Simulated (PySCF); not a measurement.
A structure optimised at PBE-D3(BJ)/def2-SVP, used in a PySCF frequency run:

```xyz
9

In     0.4919     0.4964     0.1392
Br    -1.2193    -1.2924    -0.4016
C      0.4106     2.3538    -0.9620
H      0.5340     2.1299    -2.0381
H      1.2059     3.0425    -0.6219
H     -0.5834     2.8107    -0.7967
N      1.5543    -0.0601     1.7989
H      2.5122     0.2984     1.8836
H      1.5596    -1.0697     1.9847
```
Charge 0, spin multiplicity 1.

### Question
Write its SMILES and formula.

### Answer
[CH3][In]([NH2])[Br], CH5BrInN

### Question
What are its rotational constants (standard atomic weights)?

### Answer
4.0692, 1.2445, 0.96079 GHz
